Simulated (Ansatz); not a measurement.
C₂H₆BO₂ (SMILES CO[B]OC), doublet, geometry from GFN2-xTB; R2SCAN/6-31G in Ansatz (an electronic-structure program).

Ansatz was given this input:
Ansatz 0.2 input:
```yaml
crystal:
  periodic: [false, false, false]
  atoms:
    - {symbol: C, position_ang: [1.94644984, 0.59799842, 0.28473261]}
    - {symbol: O, position_ang: [1.31633345, -0.63390703, -0.07185778]}
    - {symbol: B, position_ang: [0.00332445, -0.81834504, -0.20905919]}
    - {symbol: O, position_ang: [-0.87585325, 0.20696569, -0.01806442]}
    - {symbol: C, position_ang: [-2.27167056, 0.13785852, -0.11124569]}
    - {symbol: H, position_ang: [1.20515373, 1.38947060, 0.39223415]}
    - {symbol: H, position_ang: [2.47657843, 0.45150328, 1.22710755]}
    - {symbol: H, position_ang: [2.65933104, 0.85508520, -0.50002597]}
    - {symbol: H, position_ang: [-2.70255446, -0.03000945, 0.88069122]}
    - {symbol: H, position_ang: [-2.63289766, 1.09321993, -0.49828473]}
    - {symbol: H, position_ang: [-2.59475070, -0.66715519, -0.77797028]}
basis:
  gaussian:
    orbitals: 6-31G
hamiltonian:
  xc: r2scan
magnetization: {spin_polarized: true, initial_magnetization: 1}
```

### Question
Write the output that Ansatz gives for this input, abridged.

### Answer

```
Functional definition: r2SCAN
722 factors; integrals over basis functions are off by at most 1.9e-4 eV
mean field evaluation 1: about -6929.4440 eV, gradient 4.0e1 eV
mean field evaluation 2: about -6918.0366 eV, gradient 6.7e1 eV
mean field evaluation 4: about -6935.8852 eV, gradient 2.5e0 eV
mean field evaluation 8: about -6935.8953 eV, gradient 9.8e-2 eV
mean field evaluation 16: about -6935.8953 eV, gradient 3.6e-5 eV
mean field -6935.89534642 eV, -254.8894526624 hartree, gradient 3.6e-5 eV, S^2 0.754309; 0 other end points of the search recorded, 0 dependent functions left out
reference -6935.89535467 eV, -254.8894529652 hartree; 20, 19 occupied and 37, 38 virtual orbitals, 722 factors
Total energy: -6935.89535467 eV, -254.8894529652 hartree
```
